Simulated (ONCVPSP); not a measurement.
**What the settings do to the ONCV potential of hafnium**

Base potential:

hafnium, optimised norm-conserving Vanderbilt (ONCV), made with ONCVPSP 4.0.1 (revPBE, scalar-relativistic). Core [Kr] 4d10 4f14 5s2, reference 5p6 5d2 6s1 6p1. Waves: 6s: rc 2.20 bohr, ncon 3, nbas 8, qcut 2.4 1/bohr, 1 projector; 5p+6p: rc 2.15 bohr, ncon 4, nbas 7, qcut 7.7 1/bohr, 2 projectors; 5d: rc 2.95 bohr, ncon 4, nbas 9, qcut 6 1/bohr, 2 projectors, debl 3.9 Ha. Local part: polynomial inside 1.75 bohr (lpopt 5, dvloc0 2 Ha). Core correction: Teter function, fcfact 2, rcfact 1.25.

Cutoffs, loose and tight: the cutoffs (Ha) at which the residual kinetic energy of the hardest occupied pseudo-wave falls to 1 and 0.1 mHa per electron. They do not see the model core or the augmentation charge, which bear on the density cutoff. Test errors are all-electron minus pseudo excitation energies from the reference, over the configurations 5p6 5d2 6s2 6p0; 5p6 5d2 6s1 6p0; 5p6 5d2 6s0 6p0; 5p6 5d2 6s1.5 6p0. A dash means not determined; rows that change the core or the reference have their own tests.

A true bound ghost makes a file unfit for plane-wave use even where its test errors are small: the radial tests pick states by their node count and pass the ghost by.

| change | outcome | cutoff, loose | cutoff, tight | bound ghosts | GHOST(+) flags above zero | largest test error (meV) |
| --- | --- | --- | --- | --- | --- | --- |
| base | generated | 10 Ha | 40 Ha | s | none | +15 |
| d: rc 2.15, qcut 8.2 | generated | 13 Ha | 40 Ha | s | none | +14 |
| s: qcut 2.3; p: qcut 7.4; d: qcut 5.8 | generated | 10 Ha | 38 Ha | s | none | +15 |

What comes out with this change to the base: reference 5p6 5d2 6s1.75 6p0.25; d: rc 2.15, qcut 8.2?

outcome: generated; cutoff, loose: 13 Ha; cutoff, tight: 41 Ha; bound ghosts: s; GHOST(+) flags above zero: none; largest test error (meV): +6.9.

What comes out with this change to the base: d: rc 3.28?

outcome: generated; cutoff, loose: 9.9 Ha; cutoff, tight: 40 Ha; bound ghosts: s; GHOST(+) flags above zero: none; largest test error (meV): +14.

What comes out with this change to the base: s: nproj 0; local potential the s channel?

outcome: failed: test_data: rc < rc(lloc) for l = 1. Not allowed.. Cause: the input breaks a rule of the program: no channel may have a smaller radius than the local channel.
